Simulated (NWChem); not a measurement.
System: C₂H₅ClOSi; SMILES C=C[SiH](O)Cl

```xyz
10

Si     0.3246    -0.0590     0.4906
O      1.7556     0.2598    -0.2797
Cl    -0.5143    -1.8233    -0.2168
C     -0.9112     1.2968     0.1942
C     -0.5555     2.4631    -0.3577
H      0.6677    -0.2669     1.9168
H      1.7343     0.3076    -1.2406
H     -1.9602     1.1416     0.4776
H     -1.2752     3.2699    -0.5364
H      0.4810     2.6626    -0.6532
```
Atoms are numbered in this order, from 1.

Level: PBE0/def2-SVP (NWChem), optimised geometry, unscaled harmonic frequencies. 

**Question.** List the harmonic frequencies with IR intensities, and the thermochemistry.

**Answer.** 
| frequency (cm⁻¹) | IR intensity (km/mol) |
|---|---|
| 84 | 3.0 |
| 151 | 3.4 |
| 193 | 8.2 |
| 255 | 21.2 |
| 296 | 89.9 |
| 395 | 27.6 |
| 516 | 40.0 |
| 565 | 97.0 |
| 690 | 44.7 |
| 778 | 64.7 |
| 824 | 221.1 |
| 872 | 212.1 |
| 922 | 62.3 |
| 1004 | 28.6 |
| 1007 | 23.7 |
| 1044 | 15.2 |
| 1269 | 1.6 |
| 1414 | 20.3 |
| 1685 | 13.3 |
| 2298 | 109.1 |
| 3142 | 9.3 |
| 3172 | 0.6 |
| 3240 | 3.7 |
| 3926 | 102.2 |

```json
{
 "zero_point_energy": "42.5 kcal/mol",
 "thermal correction to the enthalpy at 298.15 K (with zero-point energy)": "47.4 kcal/mol",
 "heat capacity Cv": "23.4 cal/(mol K)",
 "entropy at 298.15 K and 1 atm (symmetry number 1)": "82.5 cal/(mol K)",
 "dipole_moment": "2.15 D"
}
```

Rigid rotor and harmonic oscillator; modes under 100 cm⁻¹ make the entropy uncertain.
